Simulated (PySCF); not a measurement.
From one molecule to another.

First species: C5H2ClFOS.
SMILES with atom numbers: `[O:1]=[c:2]1[cH:3][cH:4][s:5][c:6]([Cl:7])[c:8]1[F:9]` (hydrogens: H10 on C3; H11 on C4)

Second species: C4H5ClN2S.
SMILES: `ClCCC1=NSC=N1`

Levels: PBE0/def2-SVPD for dipole moment, HOMO energy, LUMO energy, HOMO–LUMO gap, static isotropic polarisability and electronic spatial extent ⟨r²⟩ about the centre of nuclear charge; TDDFT PBE0/def2-SVPD for lowest singlet excitation; TDA PBE0/def2-SVPD for lowest triplet excitation (Tamm–Dancoff); GFN2-xTB for rotational constant A and rotational constant C. Geometries: GFN2-xTB. Each species is one conformer at its optimised geometry, gas phase, non-relativistic unless stated; the electronic structure was computed with PySCF and density fitting.

The conformers computed, where there is a choice (atom-mapped SMILES and torsion angles):
- `[Cl:1][CH2:2][CH2:3][c:4]1[n:5][cH:6][s:7][n:8]1`: Cl1–C2–C3–C4 -63°, C2–C3–C4–N5 -53°

Values for the first species:

| Item | Value |
| --- | --- |
| Dipole moment | 4.78 D |
| HOMO energy | -7.44 eV |
| LUMO energy | -2.24 eV |
| HOMO–LUMO gap | 5.20 eV |
| Lowest singlet excitation | 3.83 eV |
| Lowest triplet excitation (Tamm–Dancoff) | 3.06 eV |
| Static isotropic polarisability | 96.5 au |
| Electronic spatial extent ⟨r²⟩ about the centre of nuclear charge | 1484 bohr² |
| Rotational constant A | 1.676 GHz |
| Rotational constant C | 0.685 GHz |

Question: Estimate the same properties for the second species, and the change in each.

Answer: 
```csv
property,first,second,second less first
dipole moment,4.78 D,2.23 D,-2.55 D
HOMO energy,-7.44 eV,-7.96 eV,-0.52 eV
LUMO energy,-2.24 eV,-1.41 eV,+0.83 eV
HOMO–LUMO gap,5.20 eV,6.55 eV,+1.35 eV
lowest singlet excitation,3.83 eV,5.23 eV,+1.40 eV
lowest triplet excitation (Tamm–Dancoff),3.06 eV,4.04 eV,+0.98 eV
static isotropic polarisability,96.5 au,88.9 au,-7.6 au
electronic spatial extent ⟨r²⟩ about the centre of nuclear charge,1484 bohr²,1418 bohr²,-66 bohr²
rotational constant A,1.676 GHz,3.173 GHz,+1.497 GHz
rotational constant C,0.685 GHz,0.814 GHz,+0.129 GHz
```

On the first: The vertical singlet–triplet gap S1 − T1 is 0.77 eV (TDDFT singlet less Tamm–Dancoff triplet; S1: HOMO−1→LUMO, weight 0.98; T1: HOMO→LUMO, weight 0.94).

On the second: No computed singlet falls in the visible range (750 to 380 nm, 1.65 to 3.26 eV); S1 lies 1.97 eV above its blue end. S1 lies 1.32 eV below the HOMO–LUMO gap; its leading configuration is HOMO−1→LUMO, weight 0.72.
